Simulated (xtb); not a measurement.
ZnCl, SMILES [Cl][Zn+], charge +1. All values are semi-empirical tight-binding results from xtb (GFN2-xTB unless named), good for trends rather than for accurate numbers. Geometry: GFN2-xTB. The spin state was assumed, not searched.

Optimised geometry:

```xyz
2

Zn     0.0000     0.0000    -0.7326
Cl     0.0000     0.0000     1.2929
```
Charge +1, spin multiplicity 1.

For metal compounds this method's bond lengths and energies can be far off.

```yaml
point_group_as_xtb_finds_it: C∞v
orbital_gap: 1.89 eV
```

Computed atomic charges and the Wiberg bond orders between heavy atoms:
charges (e) Zn1 0.51, Cl2 0.49. Bond orders Zn1–Cl2 1.55.
